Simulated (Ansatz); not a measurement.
System: CH₃Cl₂Si (charge 0, doublet). It need not be the lowest isomer of its formula. 
Geometry from a B3LYP-D3(BJ)/def2-TZVP (Ansatz, a program for electronic structure) optimisation:
```
C
H 1 1.0903
H 1 1.0903 2 109.31
H 1 1.0925 2 109.07 3 -119.17
Si 1 1.8726 2 110.12 4 -119.74
Cl 5 2.0732 1 108.88 2 60.44
Cl 5 2.0732 1 108.88 2 178.95
```
Charge 0, spin multiplicity 2.

Parts of the frozen-core correlation energy in 6-31G (Ansatz, hartree). Frozen orbitals: 16; correlated occupied orbitals by spin: 13 and 12; virtual: 25 and 26. Open shells are spin-unrestricted. Spin-orbit coupling is left out. No relativistic terms.

```tsv
term	value
reference (HF)	-1247.46204
MP2 opposite-spin	(withheld)
MP2 same-spin	(withheld)
CCSD correlation	-0.24134
(T)	(withheld)
T1 diagnostic	0.012
largest doubles amplitude	0.034
<S^2> of the reference	0.753
```

**Question.** Some entries are withheld; supply them.

**Answer.** 
- MP2 opposite-spin, value: -0.16314
- MP2 same-spin, value: -0.04703
- (T), value: -0.00544
